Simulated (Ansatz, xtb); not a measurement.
GeH7NOSi: which of two isomers lies lower

We compare a, `[NH2][Ge@@H]([OH])[SiH3]`, a singlet, with b, `N[Si@@H](O)[GeH3]`, a singlet. Both are isolated molecules in the gas phase, relaxed with B3LYP/def2-SVP; the shapes shown needn't be the lowest conformers.

a (Å):

```json
{"atom": "Ge", "x (Å)": "0.8226", "y (Å)": "0.5772", "z (Å)": "1.2774"}
{"atom": "N", "x (Å)": "1.1844", "y (Å)": "-1.1123", "z (Å)": "1.8989"}
{"atom": "O", "x (Å)": "1.2414", "y (Å)": "0.4816", "z (Å)": "-0.4687"}
{"atom": "Si", "x (Å)": "-1.5244", "y (Å)": "0.9973", "z (Å)": "1.5904"}
{"atom": "H", "x (Å)": "2.1666", "y (Å)": "-1.3804", "z (Å)": "1.9201"}
{"atom": "H", "x (Å)": "0.7415", "y (Å)": "-1.3716", "z (Å)": "2.7775"}
{"atom": "H", "x (Å)": "1.7209", "y (Å)": "1.7087", "z (Å)": "1.8710"}
{"atom": "H", "x (Å)": "1.6491", "y (Å)": "1.2966", "z (Å)": "-0.7889"}
{"atom": "H", "x (Å)": "-1.8723", "y (Å)": "0.9137", "z (Å)": "3.0420"}
{"atom": "H", "x (Å)": "-2.3391", "y (Å)": "-0.0003", "z (Å)": "0.8399"}
{"atom": "H", "x (Å)": "-1.8592", "y (Å)": "2.3694", "z (Å)": "1.1057"}
```

b (Å):

```xyz
11

Ge   -1.2948    1.3059    1.3501
N     1.0270   -0.8720    2.4551
O     1.3152   -0.0686   -0.2207
Si    0.9419    0.4352    1.3384
H     0.3835   -1.6545    2.3820
H     1.9280   -1.1769    2.8126
H     1.9262    1.4562    1.8066
H     1.1483    0.5552   -0.9380
H    -1.5336    2.2790    0.1687
H    -2.3294    0.1641    1.2034
H    -1.6264    2.0707    2.6513
```

Quicker runs give these differences E(b) − E(a): GFN2-xTB −17.6 kcal/mol; HF/STO-3G −8.5 kcal/mol (at GFN2-xTB geometries); r2SCAN-D4/def2-SVP −22.3 kcal/mol (at GFN2-xTB geometries).

Q: Estimate E(b) − E(a) at the level CCSD(T)/def2-SVP + ΔMP2/def2-TZVPP.

A: Calculated at CCSD(T)/def2-SVP + ΔMP2/def2-TZVPP: E(b) − E(a) = −26.5 kcal/mol, so structure b lies lower.

How the difference moves with the method:

```json
{"level": "GFN2-xTB", "geometry": "GFN2-xTB", "E(b) − E(a) (kcal/mol)": "−17.6", "departure from the last row (kcal/mol)": "+8.9", "job, with rough time for the two": "optimisation, 0.16 s"}
{"level": "HF/STO-3G", "geometry": "GFN2-xTB", "E(b) − E(a) (kcal/mol)": "−8.5", "departure from the last row (kcal/mol)": "+18.0", "job, with rough time for the two": "single point, 0.36 s"}
{"level": "r2SCAN-D4/def2-SVP", "geometry": "GFN2-xTB", "E(b) − E(a) (kcal/mol)": "−22.3", "departure from the last row (kcal/mol)": "+4.2", "job, with rough time for the two": "single point, 2.3 s"}
{"level": "B3LYP/def2-SVP", "geometry": "B3LYP/def2-SVP", "E(b) − E(a) (kcal/mol)": "−24.7", "departure from the last row (kcal/mol)": "+1.7", "job, with rough time for the two": "optimisation, 75 s"}
{"level": "HF/def2-SVP", "geometry": "B3LYP/def2-SVP", "E(b) − E(a) (kcal/mol)": "−25.6", "departure from the last row (kcal/mol)": "+0.8", "job, with rough time for the two": "part of the CCSD(T) run"}
{"level": "MP2/def2-SVP", "geometry": "B3LYP/def2-SVP", "E(b) − E(a) (kcal/mol)": "−24.2", "departure from the last row (kcal/mol)": "+2.2", "job, with rough time for the two": "part of the CCSD(T) run"}
{"level": "CCSD(T)/def2-SVP", "geometry": "B3LYP/def2-SVP", "E(b) − E(a) (kcal/mol)": "−23.6", "departure from the last row (kcal/mol)": "+2.9", "job, with rough time for the two": "single point"}
{"level": "CCSD(T)/def2-SVP + ΔMP2/def2-TZVPP", "geometry": "B3LYP/def2-SVP", "E(b) − E(a) (kcal/mol)": "−26.5", "departure from the last row (kcal/mol)": "", "job, with rough time for the two": "single point, 24 s"}
```

As drawn, b has 1 N–Si, 1 O–Si, 2 Ge–H in place of 1 Ge–N, 1 Ge–O, 2 Si–H.

The levels shown agree on the order. The largest departure from CCSD(T)/def2-SVP + ΔMP2/def2-TZVPP is that of HF/STO-3G, 18.0 kcal/mol. A small imaginary or near-zero mode remains, so no thermal terms are given. The last row adds to CCSD(T) the change of the MP2 difference between the two basis sets, here −2.9 kcal/mol.

The correlated steps freeze 16 core orbitals; the filled d shell of Ge is correlated, in a basis made for valence electrons. Run with Ansatz 0.2.0, xtb 6.7.1; the last row on 2 threads of Intel(R) Xeon(R) 6975P-C (Granite Rapids) on a shared host.
